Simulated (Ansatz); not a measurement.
`B[SiH](F)OC` and `B[Si](O)(F)OC` differ in one atom or group.

Ansatz, PBE0-D4/def2-TZVP geometries, multiplicity 1. Each molecule was computed in one conformer, which needn't be the lowest.

```csv
property,`B[SiH](F)OC`
HOMO energy (ωB97M-V/def2-TZVPP) / eV,-10.53
HOMO energy (PBE/def2-TZVPP) / eV,-6.99
HOMO–LUMO gap (PBE/def2-TZVPP) / eV,3.36
HOMO–LUMO gap (PBE0/def2-TZVPP) / eV,5.74
HOMO–LUMO gap (B3LYP/def2-TZVPP) / eV,5.35
HOMO energy (B3LYP/def2-TZVPP) / eV,-8.14
```

(1) What does the change do to each property? (An estimate is asked.)

## Answers

(1) Computed: 
| property | `B[Si](O)(F)OC` | shift |
| --- | --- | --- |
| HOMO energy (ωB97M-V/def2-TZVPP) / eV | -10.54 | -0.01 |
| HOMO energy (PBE/def2-TZVPP) / eV | -6.81 | 0.18 |
| HOMO–LUMO gap (PBE/def2-TZVPP) / eV | 3.23 | -0.13 |
| HOMO–LUMO gap (PBE0/def2-TZVPP) / eV | 5.71 | -0.03 |
| HOMO–LUMO gap (B3LYP/def2-TZVPP) / eV | 5.29 | -0.06 |
| HOMO energy (B3LYP/def2-TZVPP) / eV | -8.05 | 0.09 |

B3LYP here is the variant with VWN-RPA as its local correlation; programs differ in this.
